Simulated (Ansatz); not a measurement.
Molecule: C2H8ClSi2, charge 0, multiplicity 2. It need not be the lowest isomer of its formula. 
Coordinates optimised at B3LYP-D3(BJ)/def2-TZVP (Ansatz, a first-principles code):
```xyz
13

C     -1.8581     1.4813     0.1570
Si    -0.7728     0.3605     1.1229
C     -1.4425    -1.3921     1.2024
Si     1.3222     0.2931     0.0482
Cl     1.0295    -0.5963    -1.8170
H     -2.4007     1.1445    -0.7195
H     -1.9270     2.5455     0.3510
H     -0.5529     0.9159     2.4850
H     -1.5464    -1.8025     0.1964
H     -0.7692    -2.0420     1.7640
H     -2.4210    -1.4125     1.6850
H      1.9024     1.6345    -0.1906
H      2.3258    -0.5316     0.7647
```
Charge 0, spin multiplicity 2.

Basis-set convergence of Hartree-Fock and CCSD(T) correlation energies (hartree) with Ansatz. Cores are frozen in the correlated levels unless marked. UHF or UKS for open shells. No spin-orbit coupling. Non-relativistic.

```csv
basis,functions,E(HF),"E(corr, CCSD(T))"
cc-pV(D+d)Z,137,-1117.80102,-0.69275
cc-pV(T+d)Z,289,-1117.86740,-0.86453
cc-pV(Q+d)Z,542,-1117.88262,-0.91965
```

Extrapolating the two largest sets (X = 3 and 4) as X^-3: E(corr) = (64·(-0.91965) - 27·(-0.86453))/37 = -0.9599 Eh, an estimate of the basis-set limit. The largest set recovers 95.8 % of it, the smallest 72.2 %.
